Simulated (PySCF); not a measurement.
Positional isomers: silole methyl+methyl+methyl+methyl. Gas-phase values, no solvent. Strings in code marks are SMILES.

Calculation: ωB97X-D3(BJ)/def2-TZVP // B3LYP-D3(BJ)/def2-SVP (PySCF). All candidates: neutral, multiplicity 1. Excitations are Tamm–Dancoff values on a coarser integration grid. The basis has no diffuse functions, so Rydberg states are missing or too high.

```yaml
dipole_moment: 0.55 D
brightest of the four lowest singlets (TDA): 4.61 eV
HOMO–LUMO gap: 9.33 eV
```

**Question.** Say which member has these values.
A) `CC1=C[Si](C)(C)C(C)=C1`
B) `CC1=C[Si@@H](C)C(C)=C1C`
C) `CC1=C[Si](C)(C)C=C1C`
D) `CC1=CC(C)=C(C)[Si@@H]1C`

**Answer.** D, `CC1=CC(C)=C(C)[Si@@H]1C`. The others give `CC1=C[Si](C)(C)C=C1C`: 0.59 D, 6.83 eV, 9.53 eV; `CC1=C[Si@@H](C)C(C)=C1C`: 0.97 D, 4.66 eV, 9.38 eV; `CC1=C[Si](C)(C)C(C)=C1`: 0.22 D, 4.75 eV, 9.50 eV
